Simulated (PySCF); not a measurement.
CH11NSi4. Atoms are numbered in the order given.

```xyz
17

Si     3.0117    -0.6414    -0.3795
N      1.6750    -0.4338    -1.5054
C      0.4528    -0.1692    -1.2703
Si    -0.4154     0.1101     0.4265
Si    -2.1368    -1.4735     0.6476
Si    -1.3674     2.2580     0.4250
H      4.2371    -0.9460    -1.1653
H      3.2439     0.6093     0.4100
H      2.7484    -1.7759     0.5613
H     -0.2304    -0.0808    -2.1492
H      0.5852    -0.0299     1.5315
H     -2.9262    -1.2187     1.8913
H     -3.0482    -1.3535    -0.5322
H     -1.5847    -2.8613     0.6943
H     -0.3120     3.3110     0.3231
H     -2.1610     2.4798     1.6723
H     -2.2822     2.3726    -0.7527
```
Charge 0, spin multiplicity 1.

Geometry: r2SCAN-D4/def2-SVP. The structure was generated by enumeration; whether it is a known compound was not checked. One conformer was computed; it need not be the lowest.

Level of theory: PySCF with TDA-CAM-B3LYP/def2-SVPD.

Vertical excitations. Gas-phase values at a fixed geometry.

Computed lowest excited states:
| state | energy (eV) | λ (nm) | f | main pairs |
|---|---|---|---|---|
| S1 | 3.19 | 389 | 0.002 | HOMO→LUMO 94 % |
| S2 | 5.72 | 217 | 0.002 | HOMO→LUMO+1 57 %, HOMO→LUMO+2 19 %, HOMO→LUMO+6 9 % |
| S3 | 5.93 | 209 | 0.103 | HOMO−1→LUMO 58 %, HOMO→LUMO+6 13 %, HOMO→LUMO+3 12 % |
| S4 | 6.09 | 203 | 0.148 | HOMO→LUMO+2 62 %, HOMO−1→LUMO 21 % |
| S5 | 6.41 | 193 | 0.217 | HOMO→LUMO+3 46 %, HOMO→LUMO+1 17 %, HOMO→LUMO+6 9 % |
| S6 | 6.44 | 193 | 0.003 | HOMO→LUMO+4 84 % |
| T1 | 2.56 | 485 | 0 | HOMO→LUMO 93 % |
| T2 | 4.42 | 281 | 0 | HOMO−1→LUMO 45 %, HOMO−3→LUMO 29 %, HOMO−9→LUMO 17 % |
Triplets are in the Tamm–Dancoff approximation.
